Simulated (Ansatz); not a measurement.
H₇NO₂Si₂, SMILES O[Si@H](O[SiH3])N.

Geometry optimised at B3LYP-D3(BJ)/def2-SVP. The structure was generated by enumeration; whether it is a known compound was not checked. Other conformers were not sampled.

Two levels are set side by side: PBE/def2-TZVPD (Ansatz, a first-principles code) and CAM-B3LYP/def2-TZVPD (Ansatz). Energy differences of separate SCF runs at the same geometry; the states with an electron removed or added have multiplicity 2 and 2. Differences are taken from unrounded values.

```tsv
quantity	CAM-B3LYP	PBE	PBE minus CAM-B3LYP
vertical ionisation energy (eV)	10.29	9.45	-0.84
vertical singlet–triplet gap (eV)	6.46	5.90	-0.56
```
